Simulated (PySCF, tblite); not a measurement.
C6H8FN3.
Geometry (GFN2-xTB, Å), atoms numbered from 1 in this order:
```
atom  x, y, z in Å
F1     3.1384    2.2436   -0.9400
C2     2.4942    1.1417   -0.5852
C3     3.0278   -0.0516   -0.0924
N4     2.0025   -0.8650    0.1165
N5     0.9418   -0.1851   -0.2333
C6    -0.3787   -0.7191   -0.1326
C7    -1.3037   -0.4565   -1.3320
C8    -2.4017    0.0085   -0.3635
C9    -1.3587    0.0620    0.7626
N10    1.1782    1.0324   -0.6629
H11    4.0400   -0.3313    0.1042
H12   -0.2668   -1.7693    0.1374
H13   -0.9205    0.3543   -1.9466
H14   -1.5301   -1.3162   -1.9576
H15   -3.1627   -0.7496   -0.1949
H16   -2.8838    0.9503   -0.6098
H17   -1.0005    1.0711    0.9507
H18   -1.6246   -0.4139    1.7031
```

Method used: PBE0/pcSseg-1 in PySCF (dipole) on a GFN2-xTB geometry, gas phase.

Take the most abundant isotopes and a rigid rotor. The values belong to one conformer with, in the numbering `[F:1][c:2]1[cH:3][n:4][n:5]([CH:6]2[CH2:7][CH2:8][CH2:9]2)[n:10]1`, N4–N5–C6–C7 -137°, N5–C6–C7–C8 -132°, C6–C7–C8–C9 13°, C7–C8–C9–C6 -13°, N5–C6–C9–C8 131°.

Problem. Give the principal moments of inertia and the rotational constants in MHz.

Solution. Ia = 149.69, Ib = 611.48, Ic = 682.51 u·Å²; 505379 MHz·u·Å²/I gives A = 3376, B = 826.5, C = 740.5 MHz.

Problem. What kind of rotor is it?

Solution. A near-prolate asymmetric top; Ray's κ = -0.935.

Problem. Is it planar, by Δ = Ic − Ia − Ib?

Solution. Not planar: Δ = Ic − Ia − Ib = -78.66 u·Å². For a rigid frame Δ = −2 Σ m c², so Σ m c² = 39.33 u·Å² lies off the ab plane: 11.58 from hydrogen and 27.75 from heavier atoms. The atom farthest from that plane is 1.94 Å away.

Problem. List the rotational levels J(Ka,Kc) to J = 5 (cm⁻¹).

Solution. Above 0(0,0):
J = 1: 1(0,1) 0.0523, 1(1,1) 0.1373, 1(1,0) 0.1402
J = 2: 2(0,2) 0.1567, 2(1,2) 0.2390, 2(1,1) 0.2476, 2(2,1) 0.5027, 2(2,0) 0.5028
J = 3: 3(0,3) 0.3133, 3(1,3) 0.3914, 3(1,2) 0.4087, 3(2,2) 0.6595, 3(2,1) 0.6599, 3(3,1) 1.0920, 3(3,0) 1.0920
J = 4: 4(0,4) 0.5216, 4(1,4) 0.5946, 4(1,3) 0.6233, 4(2,3) 0.8685, 4(2,2) 0.8696, 4(3,2) 1.3012, 4(3,1) 1.3012, 4(4,1) 1.9064, 4(4,0) 1.9064
J = 5: 5(0,5) 0.7815, 5(1,5) 0.8485, 5(1,4) 0.8915, 5(2,4) 1.1297, 5(2,3) 1.1322, 5(3,3) 1.5628, 5(3,2) 1.5628, 5(4,2) 2.1679, 5(4,1) 2.1679, 5(5,1) 2.9461, 5(5,0) 2.9461
The levels of one J sum to (2J + 1)J(J + 1)(A + B + C)/3.

Problem. Which lines would a microwave search look for?

Solution. The dipole components are |μa| = 1.67 D, |μb| = 0.77 D, |μc| = 0.01 D. Intensities carry the squares of the components, which stand as 1.00 : 0.21 : 0.00 (a : b : c). Some lines, for components of 0.1 D or more:

| type | branch | J(Ka,Kc) | MHz | lower level (cm⁻¹) |
| --- | --- | --- | --- | --- |
| b | Q | 2(1,1) ← 2(0,2) | 2724 | 0.157 |
| b | Q | 3(1,2) ← 3(0,3) | 2860 | 0.313 |
| a | R | 2(0,2) ← 1(0,1) | 3132 | 0.052 |
| a | R | 3(2,2) ← 2(2,1) | 4701 | 0.503 |
| a | R | 3(2,1) ← 2(2,0) | 4709 | 0.503 |
| a | R | 3(1,2) ← 2(1,1) | 4829 | 0.248 |
| b | R | 3(1,3) ← 2(0,2) | 7036 | 0.157 |
| b | Q | 2(2,0) ← 2(1,1) | 7651 | 0.248 |
| b | Q | 3(2,2) ← 3(1,3) | 8037 | 0.391 |
| b | Q | 3(3,0) ← 3(2,1) | 12954 | 0.660 |
| b | R | 3(3,1) ← 2(2,0) | 17663 | 0.503 |

Its GFN2-xTB frequencies are all real (lowest 40 cm⁻¹). Zero-point vibration and centrifugal distortion are left out. Quadrupole hyperfine structure (14N) is left out.
